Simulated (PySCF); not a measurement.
How methods differ on the ionisation energy of Cu

Cu [Ar] 3d10 4s1 (2S) → Cu⁺ [Ar] 3d10 (1S), as a difference of total energies. Calculation: PySCF 2.14, in jorge-DZP-DKH (8s6p2d1f, 43 functions); scalar relativity by spin-free X2C-1e. Correlated levels: valence: [Ar] frozen. The calculations carry no spin-orbit coupling.

```tsv
method	ionisation energy (eV)
UHF	6.446
B3LYP	7.824
MN15	7.483
MP2 (valence)	6.947
SCS-MP2 (valence)	6.877
CCSD (valence)	6.920
CCSD(T) (valence)	6.957
```

Question: How much does correlation contribute at CCSD(T) (valence)?

Answer: 6.957 − (6.446) = 0.511 eV, measured against UHF.

Errors of the correlated levels include the incompleteness of this basis and the frozen core.

For comparison: 7.726 eV (measured; NIST Atomic Spectra Database, ionization energies).
